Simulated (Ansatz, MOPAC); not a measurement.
Species: SbH₂, charge -1, multiplicity 1. SMILES: [SbH2-]

Atoms: Sb1, H2, H3. Bonds: Sb1-H2, Sb1-H3.

Bond lengths (Å) and angles (degrees) optimised at AM1 with MOPAC; PM3 with MOPAC; HF/3-21G with Ansatz (an electronic-structure program), each started from the B3LYP-D3(BJ)/def2-TZVP structure (Ansatz) of the last column. A row stands for all coordinates that are equal there.

```json
[
 {"coordinate": "Sb1-H2", "AM1": "1.738", "PM3": "1.713", "HF/3-21G": "1.760", "B3LYP-D3(BJ)/def2-TZVP": "1.736"},
 {"coordinate": "H2-Sb1-H3", "AM1": "92.6", "PM3": "92.0", "HF/3-21G": "91.5", "B3LYP-D3(BJ)/def2-TZVP": "90.7"}
]
```

Mean signed difference of all 2 bond lengths from B3LYP-D3(BJ)/def2-TZVP: AM1 0.002 Å, PM3 -0.023 Å, HF/3-21G 0.025 Å.
